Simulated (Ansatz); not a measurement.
Ga₁₂P₁₂H₃₂, a nanocrystal cut from zinc blende GaP (hydrogen-capped). Total charge 0; singlet. Geometry PBE-D4/def2-SVP.

```xyz
56

Ga    3.5238    3.1011   -0.1293
Ga   -0.7293    2.1129    4.5434
Ga   -4.0276    1.1002    1.2596
Ga    1.2539    2.1934   -3.3670
Ga   -2.8035    1.0218   -2.5887
Ga   -0.2824    2.0269    0.2163
Ga    2.5794   -0.4372    1.5279
Ga   -1.1105   -1.2764    1.8430
Ga    0.2823   -1.1809   -1.6631
Ga    4.1394   -0.3987   -2.1806
Ga   -3.3801   -2.6039   -0.9115
Ga    0.5203   -5.0259    0.3560
P    -0.0342    3.0079    2.3916
P     1.3020    3.0869   -1.1711
P     3.9103    0.7308   -0.0727
P    -2.5476    2.0127   -0.4423
P    -0.8510   -0.2685    4.0076
P    -3.3100   -1.2060    1.0663
P    -1.1075    2.1059   -3.9287
P     1.8579   -0.0738   -3.0235
P    -1.9835   -1.1940   -2.3194
P     0.4208   -0.1950    0.4580
P    -0.2830   -3.5164    2.1022
P     1.1026   -3.4162   -1.3714
H     4.4863    3.8185   -1.1560
H     3.2780    3.6481    1.3423
H     0.4901    2.2765    5.5271
H    -2.2077    2.5849    4.7899
H    -5.5145    1.2508    0.7582
H    -3.4919    1.6318    2.6523
H     2.0363    2.9833   -4.4803
H    -4.2283    1.1543   -3.2436
H     2.4255    0.3550    2.8998
H     2.8428   -2.0068    1.5264
H     5.0882    0.3972   -3.1612
H     4.2666   -1.9656   -1.9481
H    -4.8365   -2.6196   -1.5149
H    -2.5287   -3.8995   -0.5870
H    -0.7357   -5.8212   -0.1527
H     1.8694   -5.6359    0.8938
H    -0.5521    4.3383    2.2987
H     1.3622    3.3212    2.4222
H     0.8450    4.4384   -1.3089
H     5.2459    0.6616    0.4459
H    -2.9088    3.3856   -0.6382
H    -1.8473   -0.8621    4.8455
H     0.2997   -0.8981    4.5744
H    -4.0318   -1.9242    2.0760
H    -1.5561    3.4410   -4.1870
H    -1.2318    1.6035   -5.2638
H     1.7473   -0.6885   -4.3136
H    -2.0070   -1.7456   -3.6420
H     0.7405   -3.4203    3.0948
H    -1.2609   -4.2152    2.8782
H     2.5203   -3.2205   -1.3980
H     0.9525   -4.0744   -2.6326
```

Single mean-field runs in def2-SVP, def2-TZVP are fitted with def2-universal-jkfit.

Problem. Estimate the orbital energies around the gap (eV) in Ansatz with PBE-D4/def2-SVP, PBE-D4/def2-TZVP, r2SCAN-D4/def2-TZVP, PBE0-D4/def2-SVP, PBE0-D4/def2-TZVP.

Solution. 
```tsv
orbital	PBE-D4/def2-SVP	PBE-D4/def2-TZVP	r2SCAN-D4/def2-TZVP	PBE0-D4/def2-SVP	PBE0-D4/def2-TZVP
HOMO−9	-6.77	-6.82	-7.10	-7.89	-7.89
HOMO−8	-6.58	-6.62	-6.89	-7.66	-7.66
HOMO−7	-6.56	-6.59	-6.87	-7.64	-7.64
HOMO−6	-6.44	-6.50	-6.78	-7.55	-7.58
HOMO−5	-6.41	-6.44	-6.70	-7.46	-7.46
HOMO−4	-6.37	-6.40	-6.66	-7.43	-7.42
HOMO−3	-6.32	-6.35	-6.60	-7.36	-7.35
HOMO−2	-6.13	-6.17	-6.42	-7.17	-7.18
HOMO−1	-6.05	-6.11	-6.37	-7.11	-7.15
HOMO	-5.93	-5.99	-6.23	-6.96	-6.98
LUMO	-2.13	-2.28	-2.12	-1.42	-1.55
LUMO+1	-1.95	-2.13	-2.01	-1.27	-1.42
LUMO+2	-1.86	-1.99	-1.84	-1.13	-1.23
LUMO+3	-1.80	-1.98	-1.81	-1.06	-1.23
LUMO+4	-1.65	-1.86	-1.72	-0.97	-1.13
LUMO+5	-1.62	-1.84	-1.71	-0.92	-1.10
```
